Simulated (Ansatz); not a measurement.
Consider the cleavage of the Si–Al bond: `F[CH2][Al]([SiH3])[SiH3]` + `O[SiH3]` → `[SiH3]O[SiH3]` + `F[CH2][AlH][SiH3]`.

Calculated with Ansatz (gas phase, PBE0-D4/def2-TZVP geometries, no zero-point term in ΔE). CCSD(T)/CBS is the MP2 limit (def2-TZVPP, def2-QZVPP) plus CCSD(T) − MP2 in def2-TZVPP, frozen cores. Functionals use def2-TZVPP. B3LYP here is the variant with VWN-RPA as its local correlation; programs differ in this. Each species was taken in one conformer, which may not be the lowest.

CCSD(T)/CBS gives -22.5 kcal/mol.

Problem. Another level gave -18.0 kcal/mol. Which?
A. PBE0/def2-TZVPP
B. r2SCAN/def2-TZVPP
C. B3LYP-D4/def2-TZVPP
D. PBE-D4/def2-TZVPP

Solution. A. PBE0 -18.0, r2SCAN -20.7, PBE-D4 -15.7, B3LYP-D4 -22.9 kcal/mol.

Largest T1 diagnostic among the species: 0.013.

In def2-TZVPP, CCSD(T) changes the Hartree–Fock value by +7.6 kcal/mol (the triples alone add +1.1 kcal/mol) and MP2 by +5.6 kcal/mol. From PBE to PBE0 (25 % exact exchange), in def2-TZVPP and without D4, ΔE moves by −2.3 kcal/mol.
